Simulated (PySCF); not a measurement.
**Cluster of thiazole and oxazole (C6H6N2OS)**

The system is a cluster of thiazole and oxazole, neutral, singlet.

Parts: 1 = thiazole (c1cscn1), atoms 1–8; 2 = oxazole (c1cocn1), atoms 9–16.

| atom | part | x (Å) | y (Å) | z (Å) |
| --- | --- | --- | --- | --- |
| C1 | 1 | 0.7335 | -0.9110 | 0.0002 |
| C2 | 1 | -0.6137 | -1.0882 | -0.0003 |
| S3 | 1 | -1.4142 | 0.4329 | 0.0002 |
| C4 | 1 | 0.1513 | 1.1875 | -0.0002 |
| N5 | 1 | 1.1431 | 0.3787 | 0.0001 |
| H6 | 1 | 1.4691 | -1.6942 | 0.0005 |
| H7 | 1 | -1.1741 | -2.0006 | -0.0007 |
| H8 | 1 | 0.2431 | 2.2550 | -0.0012 |
| C9 | 2 | -0.4379 | 1.0467 | 3.2000 |
| C10 | 2 | 0.8840 | 0.7313 | 3.2001 |
| O11 | 2 | 0.9882 | -0.6143 | 3.1999 |
| C12 | 2 | -0.2747 | -1.0515 | 3.2002 |
| N13 | 2 | -1.1596 | -0.1122 | 3.1999 |
| H14 | 2 | -0.9156 | 2.0037 | 3.1999 |
| H15 | 2 | 1.7841 | 1.3095 | 3.1996 |
| H16 | 2 | -0.4645 | -2.1058 | 3.1994 |

The parts are rigid, face to face. Here part 2 stands at height 3.2 Å (along z), slip 0 Å (along x) and twist 0° (about its own z axis). The slip is then varied.

Level of theory: GIAO PBE0/pcSseg-1 NMR shielding, non-relativistic, gas phase, in PySCF. The geometry comes from GFN2-xTB.

Δδ = σ(isolated, relaxed part) − σ(cluster), in ppm.

(1) How do the values run over the points 0, 0.4, 0.8, 1.2, 1.6, 2, 2.6, 3.4?

## Answers

(1) 
```csv
slip (Å),S3,C4,O11,N13,H14,H16
0,+21.7,+5.7,-0.4,+6.2,-0.65,-0.66
0.4,+18.6,+4.5,-4.3,+3.2,-0.74,-0.68
0.8,+16.5,+3.0,-4.8,-0.9,-0.77,-0.65
1.2,+15.2,+1.8,-3.1,-2.9,-0.74,-0.58
1.6,+12.8,+1.0,-1.4,-2.0,-0.66,-0.49
2,+8.6,+0.3,-0.6,+0.2,-0.55,-0.40
2.6,+2.0,-0.4,-0.9,+2.4,-0.38,-0.27
3.4,-2.3,-0.7,-1.5,+2.4,-0.20,-0.14
```

The 8 runs took 8.5 min in all, one thread each of Arm Neoverse N1 on a shared host, launched as `OMP_NUM_THREADS=1 python cluster_run.py task.json out`.
